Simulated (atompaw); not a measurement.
# What one change does to a pseudopotential (Zr (Z = 40), PAW (atompaw))

Zr, PAW, made with atompaw 4.2.0.5 (PBE, scalar-relativistic). Core [Ar] 3d10, reference 4s2 4p6 4d2 5s1.5 5p0 (charge +0.5). Waves: 4s (bound): rc 2.25 bohr; 5s (bound): rc 2.90 bohr; 4p (bound): rc 2.30 bohr; 5p (bound, empty): rc 2.90 bohr; 4d (bound): rc 2.90 bohr; 4d channel at -0.05 Ry: rc 2.90 bohr. Local part: ultrasoft scheme with l = 3 at 0 Ry, radius 2.55 bohr. Core correction: smooth core density matched at 2.70 bohr. Augmentation charge: besselshape compensation charge, radius 2.85 bohr; PAW radius 2.90 bohr; waves and projectors: custom polynom vanderbiltortho.

All-electron outer shells of the reference configuration (PBE, scalar-relativistic, ld1.x):

| shell | level (eV) | outermost node (bohr) | outermost maximum (bohr) |
| --- | --- | --- | --- |
| 3d | -177.89 | – | 0.35 |
| 4s | -57.69 | 0.55 | 1.08 |
| 4p | -35.65 | 0.56 | 1.17 |
| 5s | -7.11 | 1.46 | 3.08 |
| 4d | -6.66 | 0.58 | 1.59 |
| 5p | -3.77 | 1.69 | 3.90 |

Change: wave 4s (bound): rc 2.25 bohr becomes 4s (bound): rc 2.46 bohr.

Cutoffs: the cutoffs (Ry, on a coarse ladder) from which the occupation-weighted sum of valence levels, in a spherical-Bessel basis at the reference potential, stays within 10 and 1 mRy of its value at 400 Ry; they do not see the model core or the augmentation charge, which bear on the density cutoff.

What does the change do?

The potential gets softer (18 Ry and 30 Ry → 15 Ry and 30 Ry); the bound ghost in s disappears.

```csv
quantity,base,changed
"cutoff, loose",18 Ry,15 Ry
"cutoff, tight",30 Ry,30 Ry
loose cutoff by channel (10 mRy a level),"s 10 Ry, p 12 Ry, d 10 Ry","s 8 Ry, p 12 Ry, d 10 Ry"
bound ghosts,s,none
s: phases at 2.91 bohr within 0.05 rad from the reference energy up to (Ry; the scan ends near 5),-0.4,0.2
p: phases at 2.91 bohr within 0.05 rad from the reference energy up to (Ry; the scan ends near 5),3.8,3.8
d: phases at 2.91 bohr within 0.05 rad from the reference energy up to (Ry; the scan ends near 5),1.8,1.8
lowest overlap eigenvalue by channel,"s 0.56, p 0.65, d 0.93","s 0.61, p 0.65, d 0.93"
```

 A true bound ghost makes a file unfit for plane-wave use even where its test errors are small: the radial tests pick states by their node count and pass the ghost by. The cutoffs see the waves, projectors and local potential, not the compensation charge or the core.
